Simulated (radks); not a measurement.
The numbers below are computed, except where a source is named.
All-electron atom: V2+ in [Ar] 3d3.

Code: a radial shooting solver on a logarithmic mesh with Libxc functionals. Model: scalar-relativistic Kohn-Sham, PBEsol, spin-polarised, spherical densities, finite nucleus; open shells are filled with parallel spins first; Fermi nuclear charge, rms radius 3.6002 fm.

Energy parts (hartree):
total: -947.25276
kinetic: 955.94144
electron-nucleus: -2243.26271
Hartree: 383.89372
exchange-correlation: -43.82521

Orbitals (lengths in bohr, moments of r in powers of bohr):
\begin{tabular}{lrrr}
orbital & occ. & eigenvalue (hartree) & <r^2> \\ \hline
1s down & 1 & -197.5181 & 0.005945 \\
1s up & 1 & -197.5174 & 0.005945 \\
2s up & 1 & -22.72427 & 0.1127 \\
2s down & 1 & -22.68527 & 0.1124 \\
2p up & 3 & -19.07937 & 0.09284 \\
2p down & 3 & -19.04947 & 0.09250 \\
3s up & 1 & -3.22008 & 1.040 \\
3s down & 1 & -3.11132 & 1.042 \\
3p up & 3 & -2.26139 & 1.214 \\
3p down & 3 & -2.15337 & 1.220 \\
3d up & 3 & -0.82015 & 2.163 \\
3d down & 0 & -0.71704 & 2.298 \\
\end{tabular}

The highest occupied level is 3d up at -22.318 eV. The density falls to 0.001 e/bohr^3 at r = 3.12 bohr. Spin moment in Bohr magnetons: 3. The spin density at the nucleus is -0.810 e/bohr^3 (1s -0.007, 2s -1.072, 3s 0.269).
